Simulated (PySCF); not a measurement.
# Dipole response of S (sulfur, neutral)

[Ne] 3s2 3p4, high-spin 3P determinant. Calculation: PySCF 2.14, in aug-cc-pCVQZ-DK (10s9p7d5f3g, 134 functions); scalar relativity by spin-free X2C-1e. Coupled (time-dependent) response in atomic units; α is the mean over directions.

| method | mean α (bohr³) | α xx, yy, zz | C₆ (like pair) | S(−4) |
| --- | --- | --- | --- | --- |
| UHF | 19.15 | 18.00, 21.43, 18.00 | 130.3 | 103.1 |
| PBE | 21.05 | 19.54, 24.08, 19.54 | 145.6 | 139.7 |
| PBE0 | 20.13 | 18.79, 22.80, 18.79 | 138.0 | 121.3 |

S(−4) is the Cauchy moment in α(ω) = α(0) + S(−4) ω² + …

Reference α: 19.4 ± 0.1 bohr³ (recommended; Schwerdtfeger and Nagle, table of static dipole polarizabilities (2023 update)). Published C₆: 134.0 (Chu and Dalgarno (2004); Tang, Norbeck and Certain (1976)).

α(iu) at PBE0:

| u (hartree) | α(iu) (bohr³) |
| --- | --- |
| 0 | 20.13 |
| 0.0500 | 19.83 |
| 0.100 | 19.01 |
| 0.200 | 16.44 |
| 0.300 | 13.62 |
| 0.500 | 9.112 |
| 0.750 | 5.729 |
| 1.00 | 3.844 |
| 1.50 | 2.040 |
| 2.00 | 1.264 |
| 3.00 | 0.6379 |
| 5.00 | 0.2750 |

The components differ because the open shell of this determinant is not spherical; for a pure term their mean is the scalar polarisability.
